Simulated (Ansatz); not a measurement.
Basis-set extrapolation for C₄H₃F₅, SMILES `F[C@@H]1[C@@H](F)C(F)(F)[C@H]1F` (PBE0-D4/def2-TZVP geometry, frozen core, Ansatz 0.2.0). Multiplicity 1, RHF reference.

|  | def2-TZVPP | def2-QZVPP |
| --- | --- | --- |
| HF | -650.645919 | -650.673417 |
| MP2 correlation | -1.870275 | -2.033227 |
| CCSD(T) correlation | -1.958657 | not run |

Energies in hartree. Use E(X) = E(∞) + A·exp(−7.88·√X) for Hartree–Fock and E(X) = E(∞) + B·X^(−2.97) for correlation, with X = 3 and 4, and add CCSD(T) minus MP2 of the smaller set to the MP2 limit.

Q: What is the CCSD(T) energy at the basis-set limit?

A: HF limit: -650.673417 + (-0.027498) × 0.13774 = -650.67720. MP2 limit: -2.033227 + (-0.162952) × 0.74074 = -2.15393. Higher-order term: -1.958657 − (-1.870275) = -0.08838. Total: -652.91951 hartree, 197.6 kcal/mol below CCSD(T)/def2-TZVPP.
